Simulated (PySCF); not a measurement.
Compound: C5H7F5O.
Z-matrix (Å and degrees, GFN2-xTB geometry), rows numbered from 1:
```
F 
C   1  1.3647
C   2  1.5282  1  109.54
F   3  1.3870  2  108.18  1  -152.40
O   3  1.3671  2  109.75  1    87.82
C   5  1.4206  3  114.88  2  -172.27
C   6  1.5265  5  107.23  3   175.43
C   7  1.5144  6  110.98  5  -176.97
F   8  1.3417  7  112.33  6    59.43
F   8  1.3407  7  112.57  6   -60.62
F   8  1.3391  7  111.92  6   179.31
H   2  1.0939  1  107.86  3  -119.52
H   2  1.0929  1  107.94  3   119.92
H   3  1.1050  2  110.73  1   -37.53
H   6  1.0975  5  110.07  3   -64.26
H   6  1.0993  5  109.65  3    55.53
H   7  1.0907  6  110.07  5    62.75
H   7  1.0911  6  109.75  5   -57.11
```

Hirshfeld charges (e) from the PBE0/pcSseg-1 density (PySCF), one withheld:

```json
{"atom": "F1", "bonded to": "C2", "charge": "-0.1157"}
{"atom": "C2", "bonded to": "F1 C3 H12 H13", "charge": "+0.0153"}
{"atom": "C3", "bonded to": "C2 F4 O5 H14", "charge": "+0.1214"}
{"atom": "F4", "bonded to": "C3", "charge": "-0.1233"}
{"atom": "O5", "bonded to": "C3 C6", "charge": "-0.1259"}
{"atom": "C6", "bonded to": "O5 C7 H15 H16", "charge": "+0.0028"}
{"atom": "C7", "bonded to": "C6 C8 H17 H18", "charge": "?"}
{"atom": "C8", "bonded to": "C7 F9 F10 F11", "charge": "+0.2655"}
{"atom": "F9", "bonded to": "C8", "charge": "-0.0928"}
{"atom": "F10", "bonded to": "C8", "charge": "-0.0926"}
{"atom": "F11", "bonded to": "C8", "charge": "-0.0955"}
{"atom": "H12", "bonded to": "C2", "charge": "+0.0513"}
{"atom": "H13", "bonded to": "C2", "charge": "+0.0512"}
{"atom": "H14", "bonded to": "C3", "charge": "+0.0405"}
{"atom": "H15", "bonded to": "C6", "charge": "+0.0375"}
{"atom": "H16", "bonded to": "C6", "charge": "+0.0385"}
{"atom": "H17", "bonded to": "C7", "charge": "+0.0581"}
{"atom": "H18", "bonded to": "C7", "charge": "+0.0569"}
```

Q: What is the charge on C7?

A: The charges add up to the total charge, 0. The others sum to +0.0932, which leaves -0.0932 e for C7 (chain CH2 carbon); the computed value is -0.0935, the difference coming from rounding and the integration grid.

Q: Add each hydrogen's charge to the atom that carries it.

A: C2 +0.1178, C3 +0.1619, C6 +0.0788, C7 +0.0215. Atoms without hydrogen keep their charges.

Q: Across which bond do the charges differ most?

A: C8–F11: +0.2655 on C8 against -0.0955 on F11, a difference of 0.3610 e (C7–C8 within 0.003 e of it). The lower charge is on the more electronegative element of the two (Pauling values: F 3.98, C 2.55).

Q: Take the bonds between elements whose Pauling electronegativities differ by more than 0.25. In how many does the more electronegative atom carry the lower charge?

A: In 13 of 14; it doesn't in C3–H14.

Q: How much positive and how much negative charge does this set hold in all?

A: +0.7390 e on 11 atoms and -0.7393 e on 7.

The Hirshfeld scheme divides the density at each point in proportion to the densities of the neutral, spherically averaged free atoms. Geometry: GFN2-xTB, one conformer, isolated molecule.
